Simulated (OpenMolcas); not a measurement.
# GaSiH4F: a line through the functionals

GaSiH4F: 7 atoms, total charge 0, spin state singlet. SMILES: `[F][GaH][SiH3]`. The coordinates come from a PBE0-D4/def2-TZVP relaxation.

The vertical energy of the triplet above the singlet y, in eV, basis def2-SVP; a is the functional's share of exact exchange. Programs: OpenMolcas 26.06.

| functional | program | a | y (eV) |
| --- | --- | --- | --- |
| TPSS | OpenMolcas | 0 | 4.03 |
| r2SCAN | OpenMolcas | 0 | 3.98 |
| B3LYP | OpenMolcas | 0.2 | ? |
| PBE0 | OpenMolcas | 0.25 | 4.19 |
| BHLYP | OpenMolcas | 0.5 | 4.46 |

Q: Fit y = c + s·a to the known rows and predict B3LYP.

A: 
1. Means of the 4 rows: a = 0.1875, y = 4.165.
2. Σ(Δa)² = 0.17188, Σ(Δa·Δy) = 0.15375, so the slope is 0.15375/0.17188 = 0.89452.
3. Intercept: 4.165 − (0.89452) × 0.1875 = 3.997. The largest residual of the fit is 0.033.
4. B3LYP: 3.997 + (0.89452) × 0.2 = 4.18 eV.

The run gave 4.22 eV, so the prediction is off by -0.04 eV, about the largest residual. The rows mix families of semi-local functionals, which the line can't see.
